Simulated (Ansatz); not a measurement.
Ansatz (a program for electronic structure) input for CH₅InO₂S, SMILES C[S][In]([OH])[OH], PBE/def2-SVPD. Geometry: PBE0-D3(BJ)/def2-SVP. The structure was generated by enumeration; whether it is a known compound was not checked. The def2 effective core potentials stand for the cores of In; spin–orbit coupling is left out. Other conformers were not sampled.

Ansatz 0.2 input:
```yaml
crystal:
  periodic: [false, false, false]
  atoms:
    - {symbol: In, position_ang: [-0.01342374, -0.51280195, 0.00000000]}
    - {symbol: O, position_ang: [-1.00245106, -2.24360411, -0.00000000]}
    - {symbol: H, position_ang: [-0.40412908, -2.99982444, -0.00000000]}
    - {symbol: O, position_ang: [1.99126405, -0.43521405, -0.00000000]}
    - {symbol: H, position_ang: [2.42078644, -1.29720223, 0.00000000]}
    - {symbol: S, position_ang: [-0.96649427, 1.65622325, -0.00000000]}
    - {symbol: C, position_ang: [0.58655652, 2.63589696, 0.00000000]}
    - {symbol: H, position_ang: [1.47986229, 1.99722140, -0.00000001]}
    - {symbol: H, position_ang: [0.59765450, 3.27134630, 0.89574424]}
    - {symbol: H, position_ang: [0.59765450, 3.27134629, -0.89574425]}
basis:
  gaussian:
    orbitals: def2-SVPD
hamiltonian:
  xc: {name: PBE}
```

It prints:

```
WARN ansatz: RAYON_NUM_THREADS=1 ignored (pool sized by the plan → 1); use --threads N
Functional definition: PBE
integrals: 0.11 GiB planned
1482 factors; their error is unknown
mean field: 0.67 GiB planned
mean field evaluation 1: about -21185.5932 eV, gradient 1.0e2 eV
mean field evaluation 2: about -21007.9647 eV, gradient 2.5e2 eV
mean field evaluation 4: about -21203.4996 eV, gradient 2.9e1 eV
mean field evaluation 8: about -21206.1658 eV, gradient 9.2e-1 eV
mean field evaluation 16: about -21206.1222 eV, gradient 8.4e-4 eV
mean field -21206.12216941 eV, -779.3106157001 hartree, gradient 4.4e-5 eV, S^2 0.000000; 0 other end points of the search recorded, 0 dependent functions left out
reference -21206.12222915 eV, -779.3106178954 hartree; 32, 32 occupied and 133, 133 virtual orbitals, 1482 factors
Total energy: -21206.12222915 eV, -779.3106178954 hartree
```

The calculation finished and met its thresholds.

Cost: very roughly 4 core-seconds.
